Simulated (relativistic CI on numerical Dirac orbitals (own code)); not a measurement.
Sm: sensitivity of the levels to the model

Base calculation: Dirac-Coulomb-Breit CI, orbitals from a KLI potential per configuration, model QED (radiative potential, 1s self-energy scaled to tabulated hydrogen-like ionisation energies), valence Slater integrals scaled by 0.85, P86 correlation energy added to each configuration.

CI space (outside the closed core [Xe]): 4f⁶6s², 4f⁵6s²6p, 4f⁵6s²8s, 4f⁷7s, 4f⁵6s7s². The list is cut by size and lacks configurations that can hold low levels.

Variants: (1) valence Slater integrals scaled by 0.75; (2) self-excluded LDA correlation estimate; (3) Breit term removed; (4) only the first 3 configurations. Shifts of the energy above 4f⁶6s² ⁷F0, in cm⁻¹, for the lowest level and the first level of each name with at least 55 % of one term (blank where a level changes its place among those of its configuration and J or its character, or is not in the variant):

| Level | Base | Δ(1) | Δ(2) | Δ(3) | Δ(4) | Measured |
| --- | --- | --- | --- | --- | --- | --- |
| 4f⁶6s² ⁷F0 | 0.0 | 0.0 | 0.0 | 0.0 | 0.0 | 0.0 |
| 4f⁶6s² ⁷F1 | 311.1 | +25.5 | 0.0 | +50.1 | 0.0 | 292.6 |
| 4f⁶6s² ⁷F2 | 861.5 | +51.5 | -0.1 | +130.5 | 0.0 | 811.9 |
| 4f⁶6s² ⁷F3 | 1576.7 | +64.1 | -0.1 | +226.4 | 0.0 | 1489.5 |
| 4f⁶6s² ⁷F4 | 2399.8 | +58.8 | -0.1 | +330.2 | 0.0 | 2273.1 |
| 4f⁶6s² ⁷F5 | 3291.3 | +35.0 | -0.1 | +438.3 | 0.0 | 3125.5 |
| 4f⁶6s² ⁷F6 | 4222.5 | -8.0 | -0.1 | +549.3 | 0.0 | 4020.7 |
| 4f⁶6s² ⁵D0 | 13980.7 | -1896.0 | +3.8 | -196.5 | 0.0 |  |
| 4f⁶6s² ⁵D1 | 15324.6 | -1820.7 | +4.4 | -33.9 | 0.0 |  |
| 4f⁶6s² ⁵D2 | 17307.1 | -1812.1 | +5.1 | +155.1 | 0.0 |  |
| 4f⁵6s²6p ⁷I3 | 19628.8 | -874.3 | +1312.5 | -837.5 | 0.0 |  |
| 4f⁶6s² ⁵D3 | 19685.6 | -1864.3 | +5.6 | +351.7 | 0.0 |  |
| 4f⁶6s² ⁵L6 | 19782.1 | -2249.7 | +0.2 | +237.1 | 0.0 |  |
| 4f⁵6s²6p ⁵G2 | 19915.8 | -1034.2 | +1189.1 | -821.9 | 0.0 |  |
| 4f⁶6s² ⁵L7 | 20632.5 | -2205.1 | +0.2 | +407.5 | 0.0 |  |
| 4f⁵6s²6p ⁷I4 | 20665.9 | -792.1 | +1384.1 | -707.5 | 0.0 |  |
| 4f⁶6s² ⁵L8 | 21393.2 | -2192.1 | +0.1 | +565.1 | 0.0 |  |
| 4f⁵6s²6p ⁷G1 | 21436.1 | -852.1 | +1320.5 | -814.1 | 0.0 |  |
| 4f⁶6s² ⁵G2 | 21650.4 | -2169.3 | +181.2 | +76.8 | 0.0 |  |
| 4f⁵6s²6p ⁷G2 | 21854.9 | -896.0 | +1306.4 | -820.8 | 0.0 |  |
| 4f⁶6s² ⁵G3 | 21868.6 | -2470.5 | -203.9 | +183.5 | 0.0 |  |
| 4f⁶6s² ⁵G6 | 21917.0 | -2398.5 | +14.5 | +296.9 | 0.0 |  |

For a near-neutral ion this model can misplace configurations by up to about 10,000 cm⁻¹ (more where the count of f electrons changes) and terms by 10 to 25 % of their spread. Rates follow the energies as ν³ (E1, M1) or ν⁵ (E2), so they and the lifetimes can be off by large factors. The fine structure of a lone outer electron comes out too small, for d and f at times inverted, and misplaced configurations move strength between like terms. 6 of the 42 excited levels that our extract of the measured tables holds in this range could be paired (the sources list more); they are missed by 108 cm⁻¹ on average and 202 at most, and levels without a partner can miss by more. Some levels of the ground configuration have no partner and can miss by 10 % or more.

Measured levels: NIST Handbook of Basic Atomic Spectroscopic Data (Sansonetti and Martin, J. Phys. Chem. Ref. Data 34, 1559 (2005)).

Ionisation energy from the two ground configurations alone: base 5.177 eV; valence Slater integrals scaled by 0.75 5.198 eV; self-excluded LDA correlation estimate 5.318 eV; Breit term removed 5.185 eV. The NIST ASD value (measured) is 5.64372 eV. The gap of more than 2 % comes from missing correlation.

LS names give the leading component of a level, which can be under half, so a name can repeat, a term be missing and a line seem to break the LS rules.
